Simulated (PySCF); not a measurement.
The PySCF input:
```python
from pyscf import gto, scf, mp

mol = gto.M(
    atom='''
Cl   -1.642920   -1.653476   -0.117481
B    -0.778885   -0.075098   -0.063347
Cl   -1.924122    1.309551   -0.172628
B     0.778885    0.075098    0.063347
Cl    1.924122   -1.309551    0.172628
Cl    1.642920    1.653476    0.117481
''',
    basis='cc-pvdz',
    charge=-1,
    spin=1,
    verbose=4,
)

mf = scf.UHF(mol)
mf.kernel()

pt = mp.MP2(mf)
pt.kernel()
print('E(MP2) = %.10f' % pt.e_tot)
```

Q: What does this run give for the SCF-reference Mulliken (on the basis functions themselves) charges in atom order, number of basis functions, total energy, SCF-reference HOMO energy, MP2 correlation energy, SCF-reference <S^2>?

A: 
| Property | Result |
|---|---|
| SCF-reference Mulliken (on the basis functions themselves) charges in atom order | Cl1 -0.31, B2 0.12, Cl3 -0.31, B4 0.12, Cl5 -0.31, Cl6 -0.31 |
| number of basis functions | 100 |
| total energy | -1888.3174 Eh |
| SCF-reference HOMO energy | -2.65 eV |
| MP2 correlation energy | -0.7265 Eh |
| SCF-reference <S^2> | 0.757 |

These values belong to the state on which the SCF converged, which isn't shown to be the lowest.
